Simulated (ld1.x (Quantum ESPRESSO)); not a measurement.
# fluorine (F), TM semilocal: configuration errors across variants

ld1.x (Quantum ESPRESSO) 7.5 input, shortened:

```
&input
   title='F', zed=9., rel=1, dft='PZ', iswitch=3,
   config='[He] 2s2 2p5 3d-2'
 /
 &inputp
   pseudotype=1, tm=.true., lloc=2,
   nlcc=.true., new_core_ps=.true., rcore=0.50
 /
3
2S  1  0   2.00   0.00  0.60  0.60  0.0
2P  2  1   5.00   0.00  1.80  1.80  0.0
3D  3  2  -2.00   0.40  1.65  1.65  0.0
 &test
   configts(1)='2s2 2p5'
 /
```

All-electron excitation energies from the reference (eV): (1) 2s2 2p4 19.555; (2) 2s2 2p3 58.067; (3) 2s2 2p2 118.799; (4) 2s2 2p5.3 -2.726; (5) 2s1 2p6 18.390; (6) 2s1 2p5 38.211; (7) 2s2 2p4.5 7.630; (8) 2s2 2p5 spin -0.379; (9) 2s2 2p4 spin 17.723.

Spin tests fill each open shell by Hund’s rule, majority spin first.

In the semilocal form every listed channel keeps its own potential, so the choice of the local channel does not act on these tests. It acts once the file is put into the separable form.

A semilocal file is local in each channel, so a ghost entry of none says nothing of the separable form that plane-wave codes build from it.

The overlap operator is not positive definite (basis up to 400 Ry) in “type PAW, which also changes the form from semilocal to separable; waves now 2s (bound): rcut 0.50, rcutus 0.60 bohr; 2s channel at -1.75 Ry: rcut 0.50, rcutus 0.60 bohr; 2p (bound): rcut 1.55, rcutus 1.80 bohr; 2p channel at 0.75 Ry: rcut 1.55, rcutus 1.80 bohr; 3d channel at 0.4 Ry: rcut 1.45, rcutus 1.65 bohr; local potential all-electron potential smoothed inside 0.75 bohr (lloc = -1); augmentation BESSEL, radius 0.50 bohr”. Such files are unfit for use, however small their errors in these radial tests.

Errors AE − PS in meV (a dash: test not solved or not reliable):

| change | (1) | (2) | (3) | (4) | (5) | (6) | (7) | (8) | (9) | bound ghosts |
| --- | --- | --- | --- | --- | --- | --- | --- | --- | --- | --- |
| base | +11 | +352 | +1773 | -2.6 | +7.6 | -222 | -3.7 | -8.8 | -54 | none |
| wave 3d channel at 0.4 Ry: rc 1.65 bohr becomes 3d channel at -0.02 Ry: rc 1.65 bohr | +11 | +352 | +1773 | -2.6 | +7.6 | -222 | -3.7 | -8.8 | -54 | none |
| type PAW, which also changes the form from semilocal to separable; waves now 2s (bound): rcut 0.50, rcutus 0.60 bohr; 2s channel at -1.75 Ry: rcut 0.50, rcutus 0.60 bohr; 2p (bound): rcut 1.55, rcutus 1.80 bohr; 2p channel at 0.75 Ry: rcut 1.55, rcutus 1.80 bohr; 3d channel at 0.4 Ry: rcut 1.45, rcutus 1.65 bohr; local potential all-electron potential smoothed inside 0.75 bohr (lloc = -1); augmentation BESSEL, radius 0.50 bohr | – | – | – | – | – | – | – | – | – | not determined (overlap not positive) |
| core correction Bessel-smoothed model core inside 0.34 bohr | +11 | +352 | +1772 | -2.6 | +7.1 | -223 | -3.7 | -9.9 | -60 | none |
| local potential the p channel | +11 | +352 | +1774 | -2.6 | +7.6 | -222 | -3.7 | -8.8 | -54 | none |
| wave 2p (bound): rc 1.80 bohr becomes 2p (bound): rc 2.00 bohr | +44 | +661 | +2900 | -3.5 | -24 | -350 | -0.3 | -20 | -84 | none |

Task: Give the same row for: all radii but the core radius scaled by about 1.07 (s 0.64, p 1.92, d 1.76 bohr).

Result: +27, +518, +2394, -3.1, -8.7, -295, -2.1, -15, -74; bound ghosts: none.
